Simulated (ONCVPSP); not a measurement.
Before and after: ONCV potential for Pt

```json
{
  "Element": "platinum",
  "Generator": "ONCVPSP 4.0.1",
  "Type": "optimised norm-conserving Vanderbilt (ONCV)",
  "Functional": "LDA (Perdew-Zunger)",
  "Relativity": "scalar-relativistic",
  "Frozen core": "[Kr] 4d10 4f14",
  "Valence charge": "18",
  "Reference configuration": "5s2 5p6 5d9 6s1",
  "Partial waves": "5s+6s: rc 1.55 bohr, ncon 4, nbas 7, qcut 9.6 1/bohr, 2 projectors; 5p: rc 1.90 bohr, ncon 4, nbas 7, qcut 8.1 1/bohr, 3 projectors, debl 3 Ha; 5d: rc 1.55 bohr, ncon 4, nbas 9, qcut 11.8 1/bohr, local",
  "Local potential": "the d channel",
  "Core correction": "Teter function fitted to the true core (icmod 2), fcfact 0.35"
}
```

All-electron outer shells of the reference configuration (LDA (Perdew-Zunger), scalar-relativistic, ld1.x):

| shell | level (eV) | outermost node (bohr) | outermost maximum (bohr) |
| --- | --- | --- | --- |
| 5s | -102.20 | 0.49 | 0.87 |
| 4f | -70.51 | – | 0.38 |
| 5p | -56.29 | 0.53 | 0.98 |
| 5d | -6.38 | 0.57 | 1.26 |
| 6s | -5.97 | 1.14 | 2.38 |

Change: d: nproj 1; local potential polynomial inside 1.20 bohr (lpopt 4, dvloc0 0 Ha).

Cutoffs: the cutoffs (Ha) at which the residual kinetic energy of the hardest occupied pseudo-wave falls to 1 and 0.1 mHa per electron; they do not see the model core or the augmentation charge, which bear on the density cutoff. Errors are all-electron minus pseudo energies relative to the spin-unpolarised reference configuration.

**Question.** What does the change do?

**Answer.** The potential gets neither clearly harder nor softer (29 Ha and 36 Ha → 29 Ha and 36 Ha); of the 4 tests that both files solve, the error grows in 0 and shrinks in 1 by more than 15 % and 0.3 meV (median size 5.1 → 4.1 meV); neither file shows a bound ghost.

```tsv
quantity	base	changed
cutoff, loose	29 Ha	29 Ha
cutoff, tight	36 Ha	36 Ha
bound ghosts	none	none
GHOST(+) flags under 300 eV	none	none
error for 5s2 5p6 5d9 6s0, meV [ΔE 9.54 eV]	-4.2	-4.1
error for 5s2 5p6 5d8 6s0, meV [ΔE 29.80 eV]	-4.5	-4.2
error for 5s2 5p6 5d7 6s0, meV [ΔE 62.32 eV]	-5.7	-4.1
error for 5s2 5p5 5d9 6s1, meV [ΔE 62.44 eV]	-189	-185
s: phases at 1.58 bohr within 0.05 rad from the reference energy up to (Ha; the scan ends near 5)	to the end of the scan	to the end of the scan
p: phases at 1.93 bohr within 0.05 rad from the reference energy up to (Ha; the scan ends near 5)	to the end of the scan	to the end of the scan
d: phases at 1.58 bohr within 0.05 rad from the reference energy up to (Ha; the scan ends near 5)	4.1	3.8
rms error of d²Exc/dni dnj with the model core, mHa	0.53	0.53
```
